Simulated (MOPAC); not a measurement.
Input file for MOPAC: PM6 on CH4BrIn (SMILES [CH3][InH][Br]), a point of a torsion scan.

```
PM6 1SCF PRECISE CHARGE=0 THREADS=1
CH4BrIn

C     -1.11619444 1    -0.28655412 1    -0.01262671 1
In     0.92198666 1    -0.07380516 1     0.83876603 1
Br     1.04948240 1     0.89277938 1     3.11920600 1
H     -1.20890048 1     0.28859978 1    -0.93097693 1
H     -1.79277334 1     0.10425706 1     0.74701899 1
H     -1.33856578 1    -1.33243727 1    -0.21159980 1
H      2.49928829 1    -0.45516493 1     0.22250989 1
```

Program output:

```
*******************************************************************************
 **                                                                           **
 **                              MOPAC v23.2.5                                **
 **                                                                           **
 *******************************************************************************
 ** MOPAC's Digital Object Identifier: https://doi.org/10.5281/zenodo.6511958 **
 **                                                                           **
 ** Please cite the open-source release paper for use of this MOPAC version:  **
 ** J. E. Moussa and J. J. P. Stewart (2026)                                  **
 ** MOPAC: An open-source semiempirical molecular orbital program             **
 ** J. Open Source Softw., 11(119), 8025, https://doi.org/10.21105/joss.08025 **
 *******************************************************************************

                              PM6 CALCULATION RESULTS

 *******************************************************************************
 *  PM6        - The PM6 Hamiltonian to be used
 *
 *
 *
 *                 CHARGE ON SYSTEM = 0
 *
 *
 *
 *  PRECISE    - TIGHTER CRITERIA TO BE USED
 *  1SCF       - DO 1 SCF AND THEN STOP
 *  THREADS=1  - MULTI-THREADING NOT USED
 *  T=         - A TIME OF 172800.0 SECONDS REQUESTED
 *  DUMP=N     - RESTART FILE WRITTEN EVERY 7200.0 SECONDS REQUESTED
 *******************************************************************************
PM6 1SCF PRECISE CHARGE=0 THREADS=1
 CH4BrIn

   ATOM   CHEMICAL          X               Y               Z
  NUMBER   SYMBOL      (ANGSTROMS)     (ANGSTROMS)     (ANGSTROMS)

     1       C         -1.11619444  *  -0.28655412  *  -0.01262671  *
     2      In          0.92198666  *  -0.07380516  *   0.83876603  *
     3      Br          1.04948240  *   0.89277938  *   3.11920600  *
     4       H         -1.20890048  *   0.28859978  *  -0.93097693  *
     5       H         -1.79277334  *   0.10425706  *   0.74701899  *
     6       H         -1.33856578  *  -1.33243727  *  -0.21159980  *
     7       H          2.49928829  *  -0.45516493  *   0.22250989  *



          CARTESIAN COORDINATES

    NO.       ATOM           X           Y           Z

     1         C         -1.1162     -0.2866     -0.0126
     2        In          0.9220     -0.0738      0.8388
     3        Br          1.0495      0.8928      3.1192
     4         H         -1.2089      0.2886     -0.9310
     5         H         -1.7928      0.1043      0.7470
     6         H         -1.3386     -1.3324     -0.2116
     7         H          2.4993     -0.4552      0.2225

 General Reference for PM6:
 "Optimization of Parameters for Semiempirical Methods V: Modification of NDDO Approximations
 and Application to 70 Elements", J. J. P. Stewart, J. Mol. Mod., 13, 1173-1213 (2007)
 URL: https://link.springer.com/article/10.1007/s00894-007-0233-4

           Empirical Formula: C H4 In Br  =     7 atoms



      MOLECULAR POINT GROUP   :   Cs


      RHF CALCULATION, NO. OF DOUBLY OCCUPIED LEVELS = 9


 -------------------------------------------------------------------------------
 PM6 1SCF PRECISE CHARGE=0 THREADS=1
 CH4BrIn



     1SCF WAS SPECIFIED, SO BFGS WAS NOT USED
     SCF FIELD WAS ACHIEVED


                              PM6 CALCULATION
                                                       MOPAC v23.2.5 Linux




          FINAL HEAT OF FORMATION =         15.32181 KCAL/MOL =      64.10645 KJ/MOL


          COSMO AREA              =        123.16 SQUARE ANGSTROMS
          COSMO VOLUME            =        109.48 CUBIC ANGSTROMS

          IONIZATION POTENTIAL    =         10.261895 EV
          HOMO LUMO ENERGIES (EV) =        -10.262 -0.218
          NO. OF FILLED LEVELS    =          9
          MOLECULAR WEIGHT        =        210.7666         POINT GROUP:  Cs

          MOLECULAR DIMENSIONS (Angstroms)

            Atom       Atom       Distance
            H     4   Br     3     4.67646
            H     7    H     5     4.07665
           Br     3    H     6     1.73763


          SCF CALCULATIONS        =          1





   ATOM   CHEMICAL          X               Y               Z
  NUMBER   SYMBOL      (ANGSTROMS)     (ANGSTROMS)     (ANGSTROMS)

     1       C         -1.11619444  *  -0.28655412  *  -0.01262671  *
     2      In          0.92198666  *  -0.07380516  *   0.83876603  *
     3      Br          1.04948240  *   0.89277938  *   3.11920600  *
     4       H         -1.20890048  *   0.28859978  *  -0.93097693  *
     5       H         -1.79277334  *   0.10425706  *   0.74701899  *
     6       H         -1.33856578  *  -1.33243727  *  -0.21159980  *
     7       H          2.49928829  *  -0.45516493  *   0.22250989  *

                             CARTESIAN COORDINATES

   1    C       -1.116194440    -0.286554120    -0.012626710
   2   In        0.921986660    -0.073805160     0.838766030
   3   Br        1.049482400     0.892779380     3.119206000
   4    H       -1.208900480     0.288599780    -0.930976930
   5    H       -1.792773340     0.104257060     0.747018990
   6    H       -1.338565780    -1.332437270    -0.211599800
   7    H        2.499288290    -0.455164930     0.222509890


           Empirical Formula: C H4 In Br  =     7 atoms



      MOLECULAR POINT GROUP   :   Cs


                  EIGENVALUES
 -27.27101 -24.24942 -14.46845 -14.17237 -14.05410 -12.31003 -11.44381 -10.54291
 -10.26190  -0.21833   1.07656   1.65890   2.69800   5.66545   5.72027   6.62734
 115.60091 115.67860 115.71558 116.09338 116.09493


              NET ATOMIC CHARGES AND DIPOLE CONTRIBUTIONS

  ATOM NO.   TYPE          CHARGE      No. of ELECS.   s-Pop       p-Pop       d-Pop
    1          C          -0.619450        4.6194     1.11633     3.50312
    2         In           0.422605        2.5774     1.08513     1.49226
    3         Br          -0.387254        7.3873     1.98786     5.39781     0.00158
    4          H           0.163148        0.8369     0.83685
    5          H           0.166903        0.8331     0.83310
    6          H           0.163141        0.8369     0.83686
    7          H           0.090906        0.9091     0.90909
 DIPOLE           X         Y         Z       TOTAL
 POINT-CHG.     0.898    -1.891    -4.261     4.748
 HYBRID        -0.770     0.432     0.876     1.244
 SUM            0.128    -1.459    -3.385     3.688


          ATOMIC ORBITAL ELECTRON POPULATIONS

     Atom    s        px        py        pz      x^2-y^2     xz        z^2       yz        xy
    1  C   1.11633   1.14734   1.18321   1.17257
    2 In   1.08513   0.90430   0.12401   0.46395
    3 Br   1.98786   1.98819   1.89072   1.51890   0.00004   0.00044   0.00060   0.00043   0.00008
    4  H   0.83685
    5  H   0.83310
    6  H   0.83686
    7  H   0.90909

 **********************
 *                    *
 * JOB ENDED NORMALLY *
 *                    *
 **********************




 == MOPAC DONE ==
```

The run finished.

Cost: very roughly 0.010 core-seconds.
